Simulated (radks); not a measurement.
Species: Ir-. Configuration: [Xe] 4f14 5d8 6s2. All-electron calculation, scalar-relativistic Kohn-Sham, LDA (Slater exchange, VWN5 correlation), spin-polarised, spherical densities, point nucleus; open shells are filled with parallel spins first (spin-orbit coupling, left out, can overturn this in heavy ions); hard spherical wall at 12 bohr. Program: a radial shooting solver on a logarithmic mesh with Libxc functionals. Some entries of the table are withheld. Estimate them.

| orbital | occ. | eigenvalue (hartree) | <r^2> (bohr^2) | r(max) (bohr) |
|---|---|---|---|---|
| 1s up | 1 | -2795.422 | 0.0004198 | 0.01083 |
| 1s down | 1 | -2795.421 | 0.0004198 | 0.01083 |
| 2s up | 1 | -488.7824 | 0.006422 | 0.06233 |
| 2s down | 1 | -488.7783 | 0.006422 | 0.06233 |
| 2p up | 3 | -424.7151 | 0.005366 | 0.05139 |
| 2p down | 3 | -424.7117 | 0.005366 | 0.05139 |
| 3s up | 1 | -114.0501 | 0.04154 | 0.1758 |
| 3s down | 1 | -114.0481 | 0.04154 | 0.1758 |
| 3p up | 3 | -95.32127 | 0.04248 | 0.1746 |
| 3p down | 3 | -95.31915 | 0.04248 | 0.1746 |
| 3d up | 5 | -74.68089 | 0.03518 | 0.1421 |
| 3d down | 5 | -74.67784 | 0.03518 | 0.1421 |
| 4s up | 1 | -24.04261 | 0.2025 | 0.3973 |
| 4s down | 1 | -24.03842 | 0.2025 | 0.3973 |
| 4p up | 3 | -17.89842 | 0.2311 | 0.4176 |
| 4p down | 3 | -17.89420 | 0.2311 | 0.4176 |
| 4d up | 5 | -10.35494 | 0.2652 | 0.4263 |
| 4d down | 5 | -10.34990 | 0.2650 | 0.4263 |
| 5s up | 1 | -3.29235 | 1.075 | 0.8902 |
| 5s down | 1 | -3.26264 | 1.071 | 0.8890 |
| 4f up | 7 | -1.96551 | 0.3521 | 0.3943 |
| 4f down | 7 | -1.95782 | 0.3505 | 0.3943 |
| 5p up | 3 | -1.70524 | 1.467 | 1.003 |
| 5p down | 3 | -1.66908 | 1.461 | 1.001 |
| 6s up | 1 | -0.00081 | 12.61 | 2.496 |
| 6s down | 1 | 0.01619 | 14.04 | 2.559 |
| 5d up | 5 | 0.01786 | 4.248 | 1.316 |
| 5d down | 3 | 0.05449 | 4.761 | 1.315 |
| 6p up | 0 | 0.12795 | 40.61 | 5.732 |
| 6p down | 0 | 0.13004 | 42.61 | 6.104 |
| 7s up | 0 | 0.15551 | 59.94 | (1) |
| 7s down | 0 | 0.15802 | 59.72 | (2) |
| 5f down | 0 | (3) | 69.13 | 8.506 |
| 5f up | 0 | (4) | 69.13 | 8.512 |

Answer. 
(1) 7s up r(max) (bohr): 8.003
(2) 7s down r(max) (bohr): 8.082
(3) 5f down eigenvalue (hartree): 0.24543
(4) 5f up eigenvalue (hartree): 0.24621
